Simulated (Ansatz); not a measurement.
`[SiH3]C#CC=S`, relaxed with RKS PBE-D4/def2-SVP in the Gaussian-basis code of Ansatz from a rough embedded geometry. The force threshold is 0.03 eV/Å; the program also tests the step.

The species carries charge 0 and has multiplicity 1.

Start:

```xyz
9

Si   -1.129   -1.393   -0.927
C    -0.036   -0.160   -0.079
C     0.655    0.639    0.450
C     1.509    1.725    1.031
S     0.763    2.942    1.783
H    -2.063   -2.022    0.154
H    -1.979   -0.769   -1.942
H    -0.358   -2.463   -1.490
H     2.638    1.503    1.020
```

(1) How much energy does the relaxation release, and in how many steps? (Estimate.)

(2) Which bonds change most? (An estimate is asked.)

(3) Give the relaxed structure. (An estimate is asked.)

## Answers

(1) Computed: 0.47 eV, in 6 steps, 1 of them rejected.

(2) The calculation gave: C3–C4 from 1.499 to 1.411 Å; Si1–H8 from 1.434 to 1.501 Å; Si1–H6 from 1.560 to 1.502 Å; C2–C3 from 1.182 to 1.239 Å.

(3) Ansatz gave: 
```xyz
9

Si   -1.144   -1.425   -0.892
C    -0.063   -0.168   -0.099
C     0.641    0.697    0.441
C     1.454    1.675    1.051
S     0.882    2.991    1.858
H    -2.061   -2.004    0.147
H    -1.954   -0.756   -1.967
H    -0.306   -2.516   -1.494
H     2.550    1.505    0.955
```
